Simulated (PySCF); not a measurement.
Two structures of GeNH7O, closed shell, reached by relaxing down either side of one saddle point (PBE0-D4/def2-TZVP). Energies are electronic, without zero-point energy. Program: PySCF 2.14 with density fitting (its default auxiliary sets; JK sets also for MP2 and CCSD(T)). Basis: def2-TZVPP and def2-QZVPP. Cores are frozen in the correlated methods. Filled d shells of the heavier atoms are correlated. The def2 sets are not built for correlating such inner shells, so the correlated values are less sure here. Extrapolation: Hartree–Fock as exp(−7.88 √X), correlation as X^−2.97. First:

Ge1  (-0.992, 0.690, -0.580)
O2  (-0.592, 0.624, 1.172)
H3  (-1.375, -0.708, -1.077)
H4  (-2.223, 1.627, -0.676)
H5  (0.180, 1.302, -1.352)
H6  (1.121, -0.752, 0.942)
N7  (1.411, -1.095, 0.033)
H8  (-1.214, 1.145, 1.682)
H9  (1.370, -2.106, 0.054)
H10  (2.379, -0.832, -0.106)
(Å)

Second:

```
10
angstrom
Ge -0.3898 -0.1778 -1.3074
O 0.2607 1.5512 1.8138
H -0.3738 -1.1739 -2.4872
H -1.8380 0.0660 -0.8650
H 0.3131 1.1217 -1.7091
H 0.3532 0.6748 1.3965
N 0.5099 -0.8298 0.1843
H -0.4340 1.4515 2.4667
H 0.1447 -1.7148 0.5125
H 1.5018 -0.9506 0.0220
```

(1) Which bonds change from the first to the second?

(2) Give the saddle point's structure and its height above each. (To be estimated.)

The T1 diagnostic stays at or below 0.012.

Answers

(1) GeH₄O ([OH][GeH3]) + NH₃ → GeNH₅ ([NH2][GeH3]) + H₂O; bonds formed: Ge1–N7, O2–H6; bonds broken: Ge1–O2, H6–N7.

(2) By the calculation: 130.1 kJ/mol above the first and 119.3 kJ/mol above the second (CCSD(T) at an estimated basis limit (MP2 extrapolated from triple and quadruple zeta, plus CCSD(T) − MP2 in triple zeta)).
Ge1  (-0.429, 0.341, -0.790)
O2  (0.048, 1.073, 1.191)
H3  (-0.509, -0.594, -2.064)
H4  (-1.910, 0.432, -0.382)
H5  (0.333, 1.566, -1.306)
H6  (0.556, -0.187, 1.085)
N7  (0.696, -0.959, 0.242)
H8  (-0.693, 1.273, 1.764)
H9  (0.271, -1.868, 0.369)
H10  (1.638, -1.078, -0.109)
(Å)

Labels in which every atom is bracketed show which atoms are joined, not bond orders.

For scale, one of the runs: CCSD(T)/def2-TZVPP, 208 basis functions, launched by `OMP_NUM_THREADS=4 python run.py`. Time: 16 min of wall clock on 4 CPU threads of an Arm Neoverse V1; the host was shared. Peak host memory: 3.5 GiB.
